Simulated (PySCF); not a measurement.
**Pb2F4 at several levels of theory**

Computed with PySCF 2.14.0 (density fitting, no spin-orbit coupling) at the geometry relaxed with B3LYP:

```xyz
6
Pb2F4 (singlet; a saddle point, relaxed within its symmetry)
Pb   -0.5862    0.0000    1.8774
Pb    0.5862    0.0000   -1.8774
F     1.1615    0.0000    0.6092
F    -1.1615    0.0000   -0.6092
F     0.6616    0.0000    3.5493
F    -0.6616    0.0000   -3.5493
```

```csv
level,basis,state,HOMO (eV),gap (eV),charge on Pb1 (e),dipole about the centre of mass (D),largest force component (eV/Å)
B3LYP,"Pb def2-SVP with ECP60, F def2-SVP",singlet,-7.97,5.07,0.96,0.00,0.03
revPBE,the same,singlet,-6.63,3.49,0.86,0.00,0.46
B3LYP,"Pb def2-TZVP with ECP60, F def2-TZVP",singlet,-8.38,5.26,1.11,0.00,0.21
B3LYP,"Pb x2c-SVPall, F x2c-SVPall",singlet,-7.97,5.06,0.97,0.00,0.64
```

Charges are Mulliken's, which hang on the basis. The relaxation used the grid (50, 194), these runs (75, 302) or, all-electron (x2c bases, spin-free X2C Hamiltonian), (99, 590).

A further run in the first row's basis gives HOMO (eV) -6.60, gap (eV) 3.39, charge on Pb1 (e) 0.83, dipole about the centre of mass (D) 0.00, largest force component (eV/Å) 0.46. Which level was it?
A. BLYP
B. r2SCAN
C. BP86

A. The others give HOMO -6.86 eV (BP86); -7.12 eV (r2SCAN).

In the first row's basis the gap widens with exact exchange: 3.4 to 3.9 eV for BLYP, BP86, revPBE, r2SCAN (none); 5.1 eV for B3LYP (a fixed share).
